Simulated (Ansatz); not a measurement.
H₇O₇Si₂, charge +1, singlet, geometry from GFN2-xTB; MP2/6-31G* in Ansatz (a quantum-chemistry and plane-wave program).

Ansatz was given this input:
Ansatz 0.2 input:
```yaml
crystal:
  periodic: [false, false, false]
  atoms:
    - {symbol: O, position_ang: [1.48956799, 1.61452391, 0.15518637]}
    - {symbol: Si, position_ang: [1.50701182, 0.02779887, 0.34972997]}
    - {symbol: O, position_ang: [1.25954908, -0.36134013, 1.87274902]}
    - {symbol: O, position_ang: [2.59193758, -0.86993965, -0.40434432]}
    - {symbol: O, position_ang: [0.14224236, -0.58065139, -0.53135071]}
    - {symbol: Si, position_ang: [-1.50150189, -0.05029107, -0.37031245]}
    - {symbol: O, position_ang: [-1.52908749, 1.46163017, -0.86587999]}
    - {symbol: O, position_ang: [-2.10780866, -1.10633613, -1.40413417]}
    - {symbol: O, position_ang: [-1.84890988, -0.14764465, 1.18714632]}
    - {symbol: H, position_ang: [1.76563598, 2.08404689, -0.62991433]}
    - {symbol: H, position_ang: [0.95017088, 0.23561218, 2.55121529]}
    - {symbol: H, position_ang: [3.47348946, -1.04637238, -0.08690554]}
    - {symbol: H, position_ang: [0.31366330, -1.28041343, -1.17169890]}
    - {symbol: H, position_ang: [-1.55373757, 2.22822375, -0.29657333]}
    - {symbol: H, position_ang: [-2.96304825, -1.03731351, -1.81986332]}
    - {symbol: H, position_ang: [-2.04324055, -0.95082977, 1.66691473]}
basis:
  gaussian:
    orbitals: 6-31G*
total_charge: 1
magnetization: {spin_polarized: false}
correlation: {method: mp2, electrons: outside_noble_gas}
accuracy: high
```

### Question
Write the output that Ansatz gives for this input, abridged.

### Answer

```
Functional definition: HF
3520 factors; integrals over basis functions are off by at most 1.1e-8 eV
mean field evaluation 1: about -30086.6676 eV, gradient 8.3e1 eV
mean field evaluation 2: about -30086.7169 eV, gradient 8.3e1 eV
mean field evaluation 4: about -30098.2357 eV, gradient 3.9e0 eV
mean field evaluation 8: about -30098.2757 eV, gradient 2.0e-4 eV
mean field -30098.27568262 eV, -1106.0912299924 hartree, gradient 9.2e-9 eV, S^2 0.000000; 0 other end points of the search recorded, 0 dependent functions left out
17 core orbitals not correlated
reference -30098.27568262 eV, -1106.0912299924 hartree; 28, 28 occupied and 112, 112 virtual orbitals, 3520 factors
second order -38.20958877 eV of doubles, -0.00000000 eV of singles
Total energy: -30136.48527139 eV, -1107.4954064802 hartree
```
